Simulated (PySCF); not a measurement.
AlH6O2Si2, multiplicity 2. Atoms are numbered in the order given.

```xyz
11

Al    -0.2377    -0.9412    -0.1883
O     -1.2701     0.0029     0.7784
Si    -2.4076     0.7042     1.7510
H     -2.9320    -0.2842     2.7394
H     -3.5481     1.2059     0.9297
H     -1.8106     1.8507     2.4955
O      1.1860    -0.2737    -0.8377
Si     2.6130     0.0842    -1.5913
H      3.1172    -1.0964    -2.3540
H      3.6415     0.4719    -0.5825
H      2.4194     1.2167    -2.5427
```
Charge 0, spin multiplicity 2.

The structure is a stationary point at B3LYP-D3(BJ)/def2-SVP. The multiplicity is an assumed one; other spin states were not compared. The isomer is the one that the SMILES or the coordinates give; other isomers of the formula were not compared. The values are those of a single conformer.

Computed with B3LYP/def2-TZVP (PySCF).

ESP charges are fitted to the potential on shells at 1.4 to 2.0 van der Waals radii. Atomic charges (e):

```
atom  ESP fit  Mulliken  Mulliken spin
----  -------  --------  -------------
Al1      0.27      0.34           0.89
O2      -0.19     -0.29           0.03
Si3      0.27      0.32           0.02
H4      -0.08     -0.07           0.00
H5      -0.07     -0.07           0.00
H6      -0.07     -0.06           0.00
O7      -0.19     -0.30           0.03
Si8      0.28      0.33           0.02
H9      -0.08     -0.07           0.00
H10     -0.07     -0.07           0.00
H11     -0.07     -0.07           0.00
```
